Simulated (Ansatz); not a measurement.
CH$_{5}$NOZn, SMILES `[NH2][Zn][CH2]O` at its PBE0-D4/def2-TZVP geometry, where that method's forces vanish. Total charge 0; spin multiplicity 1.

```tsv
atom	x (Å)	y (Å)	z (Å)
N1	-0.8368	-1.8727	-1.4123
Zn2	-0.2585	-0.4303	-0.4643
C3	0.3181	1.1922	0.4462
O4	0.8800	0.8219	1.7036
H5	-1.6271	-2.3969	-1.0656
H6	-0.1540	-2.5280	-1.7644
H7	1.0501	1.7260	-0.1760
H8	-0.5383	1.8687	0.5757
H9	1.1664	1.6191	2.1570
```

(1) For each bond, give half the difference of the two atoms' forces along it (eV/Å; positive pushes the atoms apart) under PBE-D4, r2SCAN-D4, B3LYP-D4, ωB97M-V in def2-TZVPP. (Best estimate.)

## Answers

(1) Computed: 
```csv
bond,length (Å),PBE-D4,r2SCAN-D4,B3LYP-D4,ωB97M-V
N1–Zn2,1.820,-0.06,-0.09,0.10,0.04
N1–H5,1.010,0.27,0.07,-0.03,-0.04
N1–H6,1.010,0.27,0.07,-0.03,-0.04
Zn2–C3,1.948,-0.12,-0.11,0.00,-0.09
C3–O4,1.426,0.27,0.31,0.32,0.34
C3–H7,1.099,0.11,-0.02,-0.13,-0.13
C3–H8,1.099,0.11,-0.02,-0.13,-0.13
O4–H9,0.961,0.42,0.02,-0.04,-0.13
```

B3LYP here is the variant with VWN-RPA as its local correlation; programs differ in this.
